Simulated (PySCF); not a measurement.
# Static response to an electric field

Compound: C5H8ClN.
Atom-mapped SMILES: `[NH2:1][CH2:2][C@H:3]1[CH2:4][CH:5]=[C:6]1[Cl:7]` (hydrogens: H8, H9 on N1; H10, H11 on C2; H12 on C3; H13, H14 on C4; H15 on C5)

Cartesian coordinates in Å at the GFN2-xTB level; atoms count from 1:
```xyz
15
C5H8ClN angstrom
N      2.2740    0.0083   -0.5343
C      1.1552   -0.6335    0.1226
C     -0.2239   -0.2163   -0.4082
C     -1.4554   -0.7149    0.4005
C     -1.7470    0.7366    0.6879
C     -0.6974    1.1583   -0.0115
Cl    -0.0424    2.6958   -0.3732
H      2.2607   -0.1862   -1.5303
H      2.2159    1.0144   -0.4173
H      1.2685   -1.7157    0.0038
H      1.2152   -0.3981    1.1888
H     -0.2860   -0.4160   -1.4808
H     -2.2113   -1.2275   -0.1905
H     -1.2045   -1.3140    1.2730
H     -2.5262    1.2166    1.2475
```

Level: PBE0/def2-SVPD (PySCF), static field, nuclei fixed, core orbitals frozen in the response. The polarisability tensor in these axes (au):

```
x    84.86   4.87 -10.31
y     4.87  88.03  -4.46
z   -10.31  -4.46  66.83
```

Problem. Give the principal values, the mean and the anisotropy Δα = √{½[(α1 − α2)² + (α2 − α3)² + (α1 − α3)²]}.

Solution. Principal values 61.98, 82.58 and 95.16 au; mean 79.91 au = 11.84 Å³ = 13.17 × 10⁻⁴⁰ C²·m²/J; Δα = 29.02 au (36 % of the mean).

Problem. What is the dipole moment, and where does it point?

Solution. (-1.59, -1.11, -0.26) D, 1.96 D in size, pointing from the negative to the positive side. Measured along this direction, the outermost atoms are H9 at the negative end and H13 at the positive end.

Problem. How large is μ²/3kT at 400 K beside α?

Solution. In Gaussian units μ²/3kT = 23.25 Å³ against 11.84 Å³, a ratio of 1.96; the Debye molar polarisation (4π/3)N_A(α + μ²/3kT) is 88.5 cm³/mol, leaving out the vibrational part.

Problem. What depolarisation ratio follows for Rayleigh scattering of linearly polarised light, taking the static tensor?

Solution. ρ = 3Δα²/(45ᾱ² + 4Δα²) = 2525.7/(287328 + 3367.7) = 0.00869.

Problem. Sum over states: ᾱ = Σ f/ω², ω in Eh. What share falls to these 6 lowest TDDFT singlets (eV, f)? 5.71, 0.0212; 6.40, 0.0307; 6.60, 0.0185; 6.66, 0.1638; 6.83, 0.0235; 7.03, 0.0008.

Solution. They add up to 4.48 au, 5.6 % of the 79.91 au; the largest single term is 2.74 au, from the state at 6.66 eV. Terms in order: 0.48, 0.55, 0.31, 2.74, 0.37, 0.01 au. Higher excitations give the rest. The strengths listed sum to 0.259.

Geometry: GFN2-xTB, one conformer, isolated molecule.
